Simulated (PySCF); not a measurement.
Si(CF3)(F)(Me)2, C₃H₆F₄Si, SMILES [Si](F)(C)(C)C(F)(F)F (PBE0/def2-SVP optimised geometry):

```
14

C     -0.968     1.231     0.000
Si    -0.386    -0.529     0.000
C     -0.964    -1.581     1.414
F     -0.816    -1.233    -1.406
C      1.544    -0.529     0.000
F      2.063    -1.764    -0.061
F      1.997     0.032     1.141
F      2.068     0.174    -1.014
H     -0.575     1.764    -0.879
H     -2.068     1.284    -0.026
H     -0.620     1.756     0.903
H     -0.614    -1.166     2.372
H     -0.568    -2.604     1.319
H     -2.063    -1.637     1.444
```

Level of theory: PBE0/def2-TZVP run with PySCF 2.14.0.

What are the frontier orbital energies and the dipole moment?

HOMO-2 -11.45 eV, HOMO-1 -9.43 eV, HOMO -9.09 eV, LUMO 0.66 eV, LUMO+1 0.82 eV; dipole moment 3.04 D.

On the same geometry PySCF 2.14.0 with PBE/def2-TZVP gives HOMO-2 -9.45 eV, HOMO-1 -7.99 eV, HOMO -7.51 eV, LUMO -0.28 eV, LUMO+1 0.03 eV; dipole moment 2.86 D.

Meta-Löwdin charges at PBE0/def2-TZVP: C1 -0.63, Si2 1.19, C3 -0.63, F4 -0.51, C5 0.54, F6 -0.27, F7 -0.29, F8 -0.27, H9 0.15, H10 0.14, H11 0.14, H12 0.14, H13 0.15, H14 0.14.
